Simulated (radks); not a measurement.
Values are calculated unless marked as measured or tabulated.
These are the eigenvalues of the occupied orbitals of an atom or ion with whole-number occupations (hartree). Code: a radial shooting solver on a logarithmic mesh with Libxc functionals. Model: scalar-relativistic Kohn-Sham, r2SCAN, spin-unpolarised, spherical densities, finite nucleus; meta-GGA in the generalised Kohn-Sham scheme; Fermi nuclear charge, rms radius of each element as measured or else 0.836 A^(1/3) + 0.57 fm.

orbital  eigenvalue
1s        -850.6763
2s        -125.8048
2p        -112.8862
3s        -24.56900
3p        -20.28452
3d        -13.45602
4s         -5.29567
4p         -4.04678
4d         -2.20590
5p         -1.25870

Which element is it, and in what charge state? The configuration may be excited.

Answer. Z = 45, rhodium, charge +4: Rh4+ in [Kr] 4d4 5p1. The list shows which subshells hold electrons but not how many an open one holds; the 1s level, -850.68 hartree, gives Z - s = 41.2 by -(Z - s)^2/2, which with screening and relativity narrows Z to a few neighbours, and the depths of the outer levels then fix element, charge and occupations together.
